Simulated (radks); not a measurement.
Question: Species: neutral niobium. Configuration: [Kr] 4d4 5s1 (the NIST ground configuration). Calculated with a radial shooting solver on a logarithmic mesh with Libxc functionals: scalar-relativistic Kohn-Sham, PBE, spin-unpolarised, spherical densities, point nucleus. Some entries of the table are withheld. Estimate them.

| orbital | occ. | eigenvalue (hartree) | <r> (bohr) |
|---|---|---|---|
| 1s | 2 | (1) | 0.03609 |
| 2s | 2 | -96.68177 | (2) |
| 2p | 6 | -86.32692 | 0.1377 |
| 3s | 2 | -16.13123 | 0.4432 |
| 3p | 6 | -12.74620 | 0.4458 |
| 3d | 10 | -7.21356 | 0.4330 |
| 4s | 2 | (3) | 1.159 |
| 4p | 6 | -1.26863 | 1.303 |
| 5s | 1 | -0.14634 | 3.729 |
| 4d | 4 | -0.11173 | 2.215 |
| 5p | 0 | -0.04082 | 5.473 |

Answer: 
(1) 1s eigenvalue (hartree): -691.2029
(2) 2s <r> (bohr): 0.1580
(3) 4s eigenvalue (hartree): -2.14594
